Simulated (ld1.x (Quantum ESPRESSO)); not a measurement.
# Before and after: ultrasoft potential for zinc

```json
{
  "Element": "zinc",
  "Generator": "ld1.x (Quantum ESPRESSO) 7.5",
  "Type": "ultrasoft",
  "Functional": "LDA (PZ)",
  "Relativity": "scalar-relativistic",
  "Frozen core": "[Ar]",
  "Valence charge": "12",
  "Reference configuration": "3d10 4s2 4p0",
  "Partial waves": "4s (bound): rcut 1.65, rcutus 2.30 bohr; 4s channel at -0.1 Ry: rcut 1.65, rcutus 2.30 bohr; 4p (bound, empty): rcut 2.00, rcutus 2.25 bohr; 4p channel at 2.2 Ry: rcut 2.00, rcutus 2.25 bohr; 3d (bound): rcut 1.45, rcutus 1.55 bohr; 3d channel at -0.15 Ry: rcut 1.45, rcutus 1.55 bohr",
  "Local potential": "all-electron potential smoothed inside 2.15 bohr (lloc = -1)",
  "Core correction": "Bessel-smoothed model core, default radius (core density twice the valence density)",
  "Augmentation charge": "PSQ, inside the norm-conserving radii"
}
```

Change: core correction Bessel-smoothed model core inside 0.60 bohr.

Cutoffs: the cutoffs (Ry, on a coarse ladder) from which the occupation-weighted sum of valence levels, in a spherical-Bessel basis at the reference potential, stays within 10 and 1 mRy of its value at 400 Ry; they do not see the model core or the augmentation charge, which bear on the density cutoff. Errors are all-electron minus pseudo energies relative to the spin-unpolarised reference configuration.

Q: How do hardness, ghosts and transferability respond?

A: The potential gets neither clearly harder nor softer (45 Ry and 80 Ry → 45 Ry and 80 Ry); of the 9 tests that both files solve, the error grows in 0 and shrinks in 1 by more than 15 % and 0.3 meV (median size 10.3 → 7.4 meV); neither file shows a bound ghost. The default core radius of the base comes out at 0.33 bohr. A wider model core is smoother and lowers the density cutoff, which this test does not measure.

```csv
quantity,base,changed
"cutoff, loose",45 Ry,45 Ry
"cutoff, tight",80 Ry,80 Ry
bound ghosts,none,none
"error for 3d10 4s1 4p0, meV [ΔE 10.19 eV]",-4.6,-4.6
"error for 3d10 4s0 4p0, meV [ΔE 28.96 eV]",-29,-29
"error for 3d9 4s0 4p0, meV [ΔE 69.85 eV]",-10,-9.3
"error for 3d10 4s0 4p2, meV [ΔE 10.75 eV]",-5.7,-5.7
"error for 3d9 4s2 4p0, meV [ΔE 18.21 eV]",+54,+54
"error for 3d10 4s1.5 4p0, meV [ΔE 4.08 eV]",-1.1,-1.1
"error for 3d9 4s2 4p1, meV [ΔE 12.36 eV]",+55,+55
"error for 3d10 4s1 4p0 (spin-polarised), meV [ΔE 9.94 eV]",-4.7,-4.6
"error for 3d9 4s0 4p0 (spin-polarised), meV [ΔE 69.58 eV]",-26,-7.4
s: phases at 2.50 bohr within 0.05 rad from the reference energy up to (Ry; the scan ends near 5),3.6,3.6
p: phases at 2.50 bohr within 0.05 rad from the reference energy up to (Ry; the scan ends near 5),to the end of the scan,to the end of the scan
d: phases at 2.50 bohr within 0.05 rad from the reference energy up to (Ry; the scan ends near 5),to the end of the scan,to the end of the scan
lowest overlap eigenvalue by channel,"s 0.40, p 0.64, d 1.00","s 0.40, p 0.64, d 1.00"
```
